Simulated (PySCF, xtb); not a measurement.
C5H9N, SMILES CN1CC=CC1.

GFN2-xTB run with xtb at its own geometry gives an orbital gap of 3.72 eV and a dipole moment of 0.97 D.

Geometry optimised at B3LYP-D3(BJ)/def2-SVP. Other conformers were not sampled.

Task: What does r2SCAN/def2-TZVP (PySCF) give? (An estimate is asked for; the answer gives what the named calculation found.)

Result: gap 4.36 eV (levels -4.75 and -0.39 eV), dipole 0.47 D.
